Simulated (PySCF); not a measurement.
A small calculation by hand: oscillator strength and radiative lifetime

cyclopropanecarbaldehyde (C4H6O), SMILES C1CC1C=O.

Geometry: B3LYP-D3(BJ)/def2-SVP. One conformer was computed; it need not be the lowest.

PySCF 2.14.0 with TDA-LC-ωPBE/def2-SVPD puts the first singlet state with f over 0.02 at 7.53 eV (vertical), with the transition dipole (0.066, -1.195, 0.000) in atomic units.

Problem. Find the oscillator strength, the wavelength and the radiative lifetime that this transition would have in vacuum if emission retraced absorption.

Solution. 
|μ|² = 1.4324 au, so |μ| = 3.04 D. ΔE = 7.53/27.211 = 0.2767 hartree. f = (2/3) ΔE |μ|² = 0.264 (the program prints 0.264).
λ = 1239.84/7.53 = 165 nm; ν = 60734 cm⁻¹.
Einstein's coefficient A = 0.6670 ν² f s⁻¹ (ν in cm⁻¹) = 6.5e8 s⁻¹, so τ = 1/A = 1.5 ns. This state is S2; the lower singlet has f = 0.000. The figure is the radiative limit of this one transition; relaxation, internal conversion, crossing to triplets and a medium change what is measured.
